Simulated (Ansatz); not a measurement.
Reactions of `CC([SiH3])(Cl)Cl`.

Isolated molecules relaxed with PBE0-D4/def2-TZVP in Ansatz; ΔE leaves out vibrations. CCSD(T)/CBS adds triple-zeta CCSD(T) − MP2 to the extrapolated MP2 energy (def2 sets, frozen cores). This one scheme is used for every species. Functionals use def2-TZVPP. For Br, Mg, Sc, V outer-core shells are correlated without core-valence functions, which leaves a few kJ/mol of doubt a bond. Scalar relativity is left out up to krypton. Each species was taken in one conformer, which may not be the lowest.

```
                                                                                reaction  r2SCAN-D4 (eV)
                                 `CC([SiH3])(Cl)Cl` + `C#CS` → `[SiH3]C#CS` + `CC(Cl)Cl`           -0.61
                               `CC([SiH3])(Cl)Cl` + `NBCN` → `NBC(N)[SiH3]` + `CC(Cl)Cl`           -0.17
                           `CC([SiH3])(Cl)Cl` + `O[Si]Br` → `[SiH3]O[Si]Br` + `CC(Cl)Cl`           -1.12
                                        `CC([SiH3])(Cl)Cl` + HCl → `CC(Cl)(Cl)Cl` + SiH₄            0.65
        `CC([SiH3])(Cl)Cl` + `[OH][Mg][O][SiH3]` → `[SiH3][O][Mg][O][SiH3]` + `CC(Cl)Cl`           -1.37
`CC([SiH3])(Cl)Cl` + `[NH]=[V]([F])([F])[F]` → `C[N]=[V]([F])([F])[F]` + `[SiH3]C(Cl)Cl`            0.01
        `CC([SiH3])(Cl)Cl` + `[OH][Mg][O][SiH3]` → `C[O][Mg][O][SiH3]` + `[SiH3]C(Cl)Cl`            0.74
           `CC([SiH3])(Cl)Cl` + `O[SiH](F)[SiH3]` → `O[SiH](F)[SiH2][SiH3]` + `CC(Cl)Cl`           -0.29
          `CC([SiH3])(Cl)Cl` + `[OH][Sc]([F])[F]` → `[F][Sc]([F])[O][SiH3]` + `CC(Cl)Cl`           -1.25
```

Q: Give the CCSD(T)/CBS values in the same order. (Estimate.)

A: Ansatz gave: -0.54, -0.13, -1.14, 0.70, -1.41, 0.03, 0.78, -0.20, -1.27 eV.

Largest T1 diagnostic: 0.029, for `[NH]=[V]([F])([F])[F]`, so its coupled-cluster energy is less sure.
